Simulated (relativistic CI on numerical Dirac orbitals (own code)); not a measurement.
Method of calculation: Dirac-Coulomb-Breit CI, separate exchange-only KLI orbitals for each configuration, QED by a radiative potential, unscaled Slater integrals (own radial code, finite nucleus).

The strongest absorption lines from the ground level of an ion, among the configurations computed and to levels below about 148 eV (vacuum wavelength in nm, gf): 9.0649 (0.1), 9.1032 (0.00081), 12.006 (0.24), 12.048 (0.019), 14.964 (0.0026), 16.518 (7.3e-08), 45.892 (1.1), 69.828 (0.00053).

Q: Which ion is it?
A. S⁴⁺
B. Ca⁸⁺
C. Ca⁶⁺
D. Ti¹⁰⁺

A: B. Ca⁸⁺ has 12 electrons and the ground level 3s2 1S_0; the strongest line goes to 3s.3p 1P°_1. The pattern of lines fixes the number of electrons, and along that sequence the line energies rise steadily with the charge (about as its square where n changes within one kind of shell, about linearly where n is kept but much faster in heavy ions where fine structure, which grows about as Z⁴, sets the gap, and irregularly where shells cross), which fixes Z. Configurations outside the model, such as inner-shell arrays, can give stronger lines. At this charge configurations can still be misplaced by up to about 7 % of their energy.
